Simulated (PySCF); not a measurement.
## Technetium: a sound run and one with changed settings

Sound run: Tc [Kr] 4d5 5s2, Tc⁺ [Kr] 4d5 5s1. Calculation: PySCF 2.14, in x2c-SVPall (6s5p5d1f, 53 functions); scalar relativity by spin-free X2C-1e. In the sound run the correlated levels freeze [Kr]. The sound run starts from symmetry-adapted Hartree-Fock orbitals and uses a fine grid where one is needed.

Changed run: basis STO-3G, all-electron and non-relativistic. This setting is unsound on purpose.

```tsv
species	method	sound run (hartree)	changed run (hartree)	converged
Tc	UHF	-4282.64799	-4163.20517	yes
Tc	TPSS	-4284.70232	-4164.67070	yes
Tc	r2SCAN	-4284.87648	-4164.98642	yes
Tc	MP2	-4282.74087	-4163.22674	yes
Tc⁺	UHF	-4282.44337	-4163.09448	yes
Tc⁺	TPSS	-4284.45100	-4164.51368	yes
Tc⁺	r2SCAN	-4284.63286	-4164.83226	yes
Tc⁺	MP2	-4282.50275	-4163.09469	yes
```

Ionisation energy of Tc:

```tsv
method	sound run (eV)	changed run (eV)
UHF	5.568	3.012
TPSS	6.839	4.273
r2SCAN	6.629	4.195
MP2	6.480	3.593
SCS-MP2	6.669	3.709
```

A minimal basis cannot let orbitals breathe on ionisation and holds almost no correlation. The Hamiltonian changed with the basis, so the totals do not compare.

For comparison, NIST gives 7.119 eV between the lowest levels.
